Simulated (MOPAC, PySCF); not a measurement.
[Mo(OH)6], neutral singlet in the gas phase. 

Cartesian coordinates (Å):
```xyz
13

Mo     0.0079     0.1666     0.0307
O     -1.0063     1.0651    -1.3818
H     -1.4670     0.4060    -1.9407
O     -1.2846    -0.2311     1.3668
H     -1.5627    -1.1690     1.4170
O      0.1428     1.9889     0.5277
H     -0.4282     2.6012     0.0152
O     -0.7574    -1.4662    -0.7286
H     -0.1941    -1.7841    -1.4637
O      1.4944    -0.1721    -1.1126
H      2.2492    -0.5931    -0.6483
O      1.3733    -0.3305     1.3314
H      1.0549    -0.3012     2.2562
```
Charge 0, multiplicity 1.

All levels are single points at this geometry (BP86-D3(BJ)/def2-SVP); Pople sets use spherical d functions. Orbital energies aren't observables, and empty levels follow the basis.

B3LYP-D3(BJ)/def2-TZVP in PySCF gives gap (eV) = 4.66.

Estimate the gap (eV) from each of these levels: PBE-D3(BJ)/def2-TZVP in PySCF; TPSSh-D3(BJ)/def2-TZVP in PySCF; B3LYP/6-311+G** (LANL2DZ on Mo) in PySCF; B3LYP/6-31G* (LANL2DZ on Mo) in PySCF; B3LYP/LANL2DZ in PySCF; M06-2X/6-31G* (LANL2DZ on Mo) in PySCF; PBE/6-31G* (LANL2DZ on Mo) in PySCF; SVWN5/6-31G* (LANL2DZ on Mo) in PySCF; HF/6-31G* (LANL2DZ on Mo) in PySCF; AM1 in MOPAC; PM6 in MOPAC; PM7 in MOPAC.


| level | gap (eV) |
|---|---|
| PBE-D3(BJ)/def2-TZVP in PySCF | 2.92 |
| TPSSh-D3(BJ)/def2-TZVP in PySCF | 3.90 |
| B3LYP/6-311+G** (LANL2DZ on Mo) in PySCF | 4.28 |
| B3LYP/6-31G* (LANL2DZ on Mo) in PySCF | 4.34 |
| B3LYP/LANL2DZ in PySCF | 4.23 |
| M06-2X/6-31G* (LANL2DZ on Mo) in PySCF | 7.14 |
| PBE/6-31G* (LANL2DZ on Mo) in PySCF | 2.68 |
| SVWN5/6-31G* (LANL2DZ on Mo) in PySCF | 2.73 |
| HF/6-31G* (LANL2DZ on Mo) in PySCF | 11.96 |
| AM1 in MOPAC | 10.18 |
| PM6 in MOPAC | 11.56 |
| PM7 in MOPAC | 11.56 |
